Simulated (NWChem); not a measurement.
Total energies of trisilylamine (H$_{9}$NSi$_{3}$)

```xyz
13

Si    -0.4883    -1.6948     0.0000
N      0.0667    -0.0180     0.0000
Si     0.2341     0.8501     1.5289
Si     0.2341     0.8501    -1.5289
H      0.0253    -2.3770     1.2218
H     -1.9795    -1.8057     0.0000
H      0.0253    -2.3770    -1.2218
H      0.6898    -0.1014     2.5819
H      1.2330     1.9433     1.3601
H     -1.0514     1.4631     1.9848
H     -1.0514     1.4631    -1.9848
H      1.2330     1.9433    -1.3601
H      0.6898    -0.1014    -2.5819
```
Charge 0, spin multiplicity 1.

Everything below was run with NWChem. Structure: optimised with B3LYP/def2-SVP, held to Cs symmetry and with no frequency check, so it may be a saddle point.

Basis set: STO-3G (41 functions).

| method | total energy (Ha) |
|---|---|
| RHF | -915.83196 |
| MP2 | -916.00864 |
| B2PLYP | -917.33950 |
| PBE | -917.30351 |
| B3LYP | -917.89919 |
| TPSS | -917.95838 |
| CCSD(T) | -916.07227 |

Total energies of different functionals aren't comparable as a measure of quality: only differences taken within one method are. 

The correlated methods keep 16 core orbitals frozen. B3LYP has NWChem's definition, with VWN1-RPA local correlation. No row is a measurement; the coupled-cluster row has its own basis-set and correlation limits.
